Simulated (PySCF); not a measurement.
C3H9In (SMILES [CH3][In]([CH3])[CH3]), singlet, at a GFN2-xTB geometry (such geometries of metal compounds can be far from the true shape) (core potentials on In); PySCF with HF/def2-SV(P).

PySCF was given this input:
```python
from pyscf import gto, scf

mol = gto.Mole()
mol.atom = '''
    In   -0.000271    0.000588   -0.000699
    C    -1.547414   -1.603627   -0.255167
    H    -1.476459   -2.031502   -1.255105
    H    -2.545325   -1.184255   -0.130214
    H    -1.399044   -2.394809    0.478474
    C    -0.162120    1.916997   -1.155486
    H     0.802561    2.172802   -1.592476
    H    -0.463524    2.724526   -0.488383
    H    -0.900661    1.823226   -1.950320
    C     1.711036   -0.315964    1.413937
    H     2.336469    0.574228    1.462973
    H     2.317505   -1.157123    1.078655
    H     1.332729   -0.540359    2.410941
'''
mol.basis = 'def2-sv(p)'
mol.ecp = {'In': 'def2-sv(p)'}
mol.charge = 0
mol.spin = 0
mol.verbose = 4
mol.build()

mf = scf.RHF(mol)
mf.init_guess = 'sap'
mf.kernel()
```

It wrote (shortened):

```
PySCF version 2.14.0

[INPUT] verbose = 4
[INPUT] num. atoms = 13
[INPUT] num. electrons = 48
[INPUT] charge = 0
[INPUT] spin (= nelec alpha-beta = 2S) = 0
[INPUT] symmetry False subgroup None
[INPUT] Mole.unit = angstrom
[INPUT] Symbol           X                Y                Z      unit          X                Y                Z       unit  Magmom
[...]
nuclear repulsion = 184.736695139192
number of shells = 46
number of NR pGTOs = 169
number of NR cGTOs = 86
basis = def2-sv(p)
ecp = {'In': 'def2-sv(p)'}

******** <class 'pyscf.scf.hf.RHF'> ********
method = RHF
initial guess = sap
damping factor = 0
level_shift factor = 0
DIIS = <class 'pyscf.scf.diis.CDIIS'>
diis_start_cycle = 1
diis_space = 8
diis_damp = 0
SCF conv_tol = 1e-09
SCF conv_tol_grad = None
SCF max_cycles = 50
direct_scf = True
direct_scf_tol = 1e-13
Set gradient conv threshold to 3.16228e-05
Initial guess from superposition of atomic potentials (doi:10.1021/acs.jctc.8b01089)
This is the Gaussian fit version as described in doi:10.1063/5.0004046.
Found SAP basis sapgrasplarge

WARN: SAP basis coefficients must be equal or closeto total electronic charge: -76.0 !≃ 48
Check fails with value 28.0

[...]
init E= -127.327512234365
[...]
cycle= 1 E= -263.842823695715  delta_E= -137  |g|= 16.8  |ddm|=  154
[...]
cycle= 2 E= -176.208628218218  delta_E= 87.6  |g|= 8.84  |ddm|= 37.2
[...]
cycle= 3 E= -272.526124512175  delta_E= -96.3  |g|= 9.87  |ddm|=   41
[...]
cycle= 4 E= -305.329948225935  delta_E= -32.8  |g|= 3.39  |ddm|= 27.6
[...]
cycle= 5 E= -306.877367793728  delta_E= -1.55  |g|= 1.77  |ddm|= 4.88
[...]
cycle= 6 E= -307.770181631496  delta_E= -0.893  |g|= 0.668  |ddm|= 3.29
[...]
cycle= 7 E= -307.903424505016  delta_E= -0.133  |g|= 0.084  |ddm|= 1.43
[...]
cycle= 8 E= -307.905469522942  delta_E= -0.00205  |g|= 0.0493  |ddm|= 0.121
[...]
cycle= 9 E= -307.906062961223  delta_E= -0.000593  |g|= 0.0125  |ddm|= 0.0558
[...]
cycle= 10 E= -307.90614181959  delta_E= -7.89e-05  |g|= 0.00474  |ddm|= 0.0262
[...]
cycle= 11 E= -307.906150517304  delta_E= -8.7e-06  |g|= 0.000802  |ddm|= 0.00821
[...]
cycle= 12 E= -307.906150932759  delta_E= -4.15e-07  |g|= 0.000127  |ddm|= 0.00235
[...]
cycle= 13 E= -307.906150944657  delta_E= -1.19e-08  |g|= 1.99e-05  |ddm|= 0.000566
[...]
cycle= 14 E= -307.906150945002  delta_E= -3.44e-10  |g|= 5.6e-06  |ddm|= 6.14e-05
[...]
Extra cycle  E= -307.906150945025  delta_E= -2.37e-11  |g|= 2.57e-06  |ddm|= 1.35e-05
converged SCF energy = -307.906150945025
```
